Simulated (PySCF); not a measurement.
This PySCF input asks for the NMR shieldings of SMILES C#C[SiH2][Si@H]1C[C@H](CO)C1, C₆H₁₂OSi₂; the geometry comes from GFN2-xTB.

```python
import basis_set_exchange as bse
import numpy as np
from pyscf import gto, dft
from pyscf.prop import nmr

atoms = """
C     4.764704   -0.806494    0.251436
C     3.864948   -0.029055    0.071186
Si    2.478225    1.163437   -0.206846
Si    0.641114    0.042487   -1.056846
C    -0.288249   -1.145306    0.128282
C    -1.373801   -0.082239    0.379165
C    -2.796576   -0.628500    0.352121
O    -3.763909    0.360699    0.619585
C    -1.054508    0.898368   -0.768901
H     5.554597   -1.484178    0.408975
H     2.250568    1.820828    1.089699
H     2.994162    2.178596   -1.137710
H     0.780742   -0.498601   -2.420681
H    -0.705418   -2.019920   -0.368899
H     0.207341   -1.492456    1.031894
H    -1.213472    0.405113    1.344581
H    -2.990279   -1.096104   -0.626999
H    -2.928614   -1.388732    1.126684
H    -3.604685    1.098200    0.018880
H    -1.747270    0.773049   -1.601745
H    -1.078540    1.947751   -0.478858
"""
names = dict.fromkeys(["C", "Si", "O", "H"], "pcSseg-1")
basis = {el: gto.basis.parse(bse.get_basis(n, elements=[el], fmt="nwchem")) for el, n in names.items()}
mol = gto.M(atom=atoms, basis=basis, charge=0, verbose=0)
mf = dft.RKS(mol, xc="PBE0")
mf.grids.level = 2
mf.grids.alignment = dft.numint.BLKSIZE   # the property module wants whole blocks of grid points
mf.conv_tol = 1e-9
mf.kernel()

calc = nmr.RKS(mf)   # GIAO
C = mf.mo_coeff
Co = C[:, mf.mo_occ > 0]
resp = mf.gen_response(singlet=True, hermi=2)
def vind(x):   # induced exchange potential for any number of trial vectors
    d = np.einsum("pi,xij,qj->xpq", C, 2 * x.reshape(-1, C.shape[1], Co.shape[1]), Co, optimize=True)
    return np.einsum("xpq,pi,qj->xij", resp(d - d.transpose(0, 2, 1)), C, Co, optimize=True).ravel()
mo1, _ = nmr.rhf.solve_mo1(calc, with_cphf=vind)
sigma = calc.kernel(mo1)
for i, s in enumerate(sigma):   # ppm
    print("%2d %-2s %9.2f" % (i, mol.atom_pure_symbol(i), np.trace(s) / 3))
```

**Question.** What are the results?

**Answer.** 
```
 0 C      80.57
 1 C     104.27
 2 Si    449.11
 3 Si    392.04
 4 C     174.83
 5 C     148.89
 6 C     110.17
 7 O     299.13
 8 C     173.85
 9 H      29.81
10 H      27.14
11 H      27.29
12 H      26.67
13 H      30.60
14 H      30.28
15 H      29.05
16 H      28.15
17 H      27.85
18 H      31.01
19 H      30.84
20 H      30.42
```

These numbers come from an equivalent density-fitted implementation of the same equations, which agrees with the script to about 0.01 ppm for H and up to a few tenths of a ppm for heavy atoms, so last digits may differ.

**Question.** Turn these shieldings into chemical shifts. References, each an isolated molecule treated in the same way: $^{13}$C (σref 186.93) and $^{29}$Si (σref 349.16) and $^{1}$H (σref 31.72) against TMS; $^{17}$O (σref 336.08) against H2O.

**Answer.** Averaging equivalent atoms: C 0: 106.4; C 1: 82.7; C 6: 76.8; C 5: 38.0; C 4/8: 12.6; Si 3: -42.9; Si 2: -100.0; O 7: 36.9; H 12: 5.05; H 10/11: 4.50; H 16/17: 3.71; H 15: 2.66; H 9: 1.91; H 14/20: 1.37; H 13/19: 0.99; H 18: 0.71 ppm. Experimental scales use liquid or dissolved standards, which lie at an offset from isolated H2O (liquid H2O: subtract about 36 ppm).

Size and cost of the density-fitted run: 227 basis functions, 76 s wall time on 1 thread of an Arm Neoverse N1, shared host; peak memory 1.1 GiB.
